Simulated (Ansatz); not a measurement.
`F[CH]1[AlH][GeH2]1` at its PBE0-D4/def2-TZVP geometry, where that method's forces vanish. Total charge 0; spin multiplicity 1.

```xyz
8

F     0.6178   -1.2178    1.6924
C     0.1261   -0.8347    0.4692
Al    0.9264   -0.2433   -1.2002
Ge   -0.7471    0.9625    0.0357
H    -0.7035   -1.5069    0.1823
H     2.1840   -0.3241   -2.1605
H    -0.1264    2.1539    0.7966
H    -2.2773    1.0103    0.1845
```

(1) What forces (eV/Å) does PBE-D4/def2-TZVPP give on these atoms in the Gaussian-basis code of Ansatz? (An estimate is asked.)

Answers

(1) The calculation gave: 
```
F1   0.205 -0.178  0.546
C2   0.018  0.034 -0.223
Al3  0.033 -0.040 -0.175
Ge4 -0.089  0.145 -0.125
H5  -0.183 -0.133 -0.077
H6   0.135  0.020 -0.077
H7   0.067  0.136  0.083
H8  -0.186  0.017  0.049
```
